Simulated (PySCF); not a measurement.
Species: C₇H₁₂.
Numbering: `[CH3:1][C@@H:2]1[C@H:3]2[CH2:4][CH2:5][CH2:6][C@@H:7]12` (hydrogens: H8, H9, H10 on C1; H11 on C2; H12 on C3; H13, H14 on C4; H15, H16 on C5; H17, H18 on C6; H19 on C7)

The same species was optimised twice, with GFN2-xTB and with PBE0-D3(BJ)/def2-SVP (PySCF), and the same property calculations (PySCF, gas phase) were run on both structures.

```csv
coordinate,GFN2-xTB,PBE0-D3(BJ)/def2-SVP,change
C3–C7 (Å),1.502,1.510,+0.008
C1–C2 (Å),1.508,1.505,-0.003
C6–C7 (Å),1.513,1.515,+0.002
C3–C4 (Å),1.513,1.515,+0.002
C2–C3 (Å),1.502,1.503,+0.001
C2–C7 (Å),1.502,1.503,+0.001
C5–C6 (Å),1.536,1.536,0.000
C4–C5 (Å),1.536,1.536,0.000
C2–C3–C4 (°),117.4,118.3,+0.9
C2–C7–C6 (°),117.4,118.1,+0.7
C4–C5–C6 (°),105.9,105.3,-0.6
C4–C3–C7 (°),108.3,107.9,-0.4
C3–C7–C6 (°),108.3,107.9,-0.4
C3–C2–C7 (°),60.0,60.3,+0.3
C1–C2–C7 (°),119.2,119.5,+0.3
C3–C4–C5 (°),104.9,104.7,-0.2
```

Rotational constants: A = 5274, B = 2128, C = 1819 MHz (GFN2-xTB) against A = 5258, B = 2117, C = 1814 MHz (PBE0-D3(BJ)/def2-SVP). Point groups within 0.08 Å: Cs and Cs.

On the GFN2-xTB structure: lowest singlet, TDDFT (eV) 7.28 [PBE0/def2-SVPD]; isotropic polarisability (au) 77.3 [PBE0/def2-SVPD]; HOMO (eV) -7.51 [PBE0/def2-SVPD]; LUMO (eV) 0.88 [PBE0/def2-SVPD]; dipole (D) 0.08 [PBE0/def2-SVPD].

**Question.** What do these properties become on the PBE0-D3(BJ)/def2-SVP structure?

**Answer.** 
| property | level | on GFN2-xTB | on PBE0-D3(BJ)/def2-SVP | change |
| --- | --- | --- | --- | --- |
| lowest singlet, TDDFT (eV) | PBE0/def2-SVPD | 7.28 | 7.21 | -0.07 |
| isotropic polarisability (au) | PBE0/def2-SVPD | 77.3 | 78.7 | +1.4 |
| HOMO (eV) | PBE0/def2-SVPD | -7.51 | -7.45 | +0.06 |
| LUMO (eV) | PBE0/def2-SVPD | 0.88 | 0.87 | -0.01 |
| dipole (D) | PBE0/def2-SVPD | 0.08 | 0.09 | +0.01 |
| energy, GFN2-xTB geometry as zero (kcal/mol) | PBE0/def2-SVPD | 0.0 | -0.8 | -0.8 |

The heavy atoms differ by 0.012 Å rms after alignment. Among bonds between heavy atoms C3–C7 changes most (+0.008 Å). Changes are differences of the printed values. Neither structure is proved a minimum here.
